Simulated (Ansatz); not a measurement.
C4H10AlClO (SMILES C[C](C)(C)[Al]([OH])[Cl]), singlet, at a GFN2-xTB geometry (such geometries of metal compounds can be far from the true shape), with bond 13-7 at 2.4 times its length; SC-NEVPT2/STO-3G, CASSCF(4,3) in Ansatz (a program for electronic structure).

Input for Ansatz:
Ansatz 0.2 input:
```yaml
crystal:
  periodic: [false, false, false]
  atoms:
    - {symbol: Al, position_ang: [0.72899255, -0.37590500, 0.06944593]}
    - {symbol: Cl, position_ang: [1.94661813, 0.44769975, -1.34494980]}
    - {symbol: O, position_ang: [1.28195877, -1.60303360, 1.01303564]}
    - {symbol: H, position_ang: [1.56376368, -2.31016712, 1.57515185]}
    - {symbol: C, position_ang: [-1.20693747, 0.24219685, 0.31668656]}
    - {symbol: C, position_ang: [-2.16901634, -0.74797004, -0.35462163]}
    - {symbol: C, position_ang: [-1.54524909, 0.30437559, 1.80919259]}
    - {symbol: C, position_ang: [-1.39805453, 1.62288874, -0.31689442]}
    - {symbol: H, position_ang: [-3.20392337, -0.43798667, -0.19640562]}
    - {symbol: H, position_ang: [-2.04543356, -1.74693035, 0.06105528]}
    - {symbol: H, position_ang: [-1.98763291, -0.79867863, -1.42736811]}
    - {symbol: H, position_ang: [-1.36578470, -0.66001655, 2.28170940]}
    - {symbol: H, position_ang: [-0.07778606, 2.09421644, 3.02437439]}
    - {symbol: H, position_ang: [-2.59562988, 0.56445495, 1.95286961]}
    - {symbol: H, position_ang: [-0.78117873, 2.36829192, 0.18384954]}
    - {symbol: H, position_ang: [-1.11843279, 1.60659213, -1.37017124]}
    - {symbol: H, position_ang: [-2.44147820, 1.93548905, -0.24532294]}
basis:
  gaussian:
    orbitals: STO-3G
magnetization: {spin_polarized: false}
correlation: {method: sc_nevpt2, electrons: all, active_space: {window: {electrons: 4, orbitals: 3}}}
```

Task: What does Ansatz print? Leave out banner, timings and long lists.

Result: 
```
Functional definition: HF
686 factors; integrals over basis functions are off by at most 4.9e-5 eV
mean field evaluation 1: about -25099.9290 eV, gradient 3.5e1 eV
mean field evaluation 2: about -25100.1952 eV, gradient 3.5e1 eV
mean field evaluation 4: about -25106.6361 eV, gradient 7.4e0 eV
mean field evaluation 8: about -25106.8938 eV, gradient 2.1e-2 eV
mean field -25106.88939944 eV, -922.6611673687 hartree, gradient 1.6e-6 eV, S^2 0.000000; 0 other end points of the search recorded, 0 dependent functions left out; unrestricted orbitals would lower it
reference -25106.88939944 eV, -922.6611673687 hartree; 36, 36 occupied and 17, 17 virtual orbitals, 686 factors
state -25111.76701518 eV, -922.8404164410 hartree
state -25111.76701518 eV, -922.8404164410 hartree; corrected -25118.91217764 eV, -923.1029963182 hartree
WARN: 1 active orbitals are nearly empty or full. The corrections depend on them more than the energy does, and are more stable in an active space without them
Total energy: -25118.91217764 eV, -923.1029963182 hartree
```
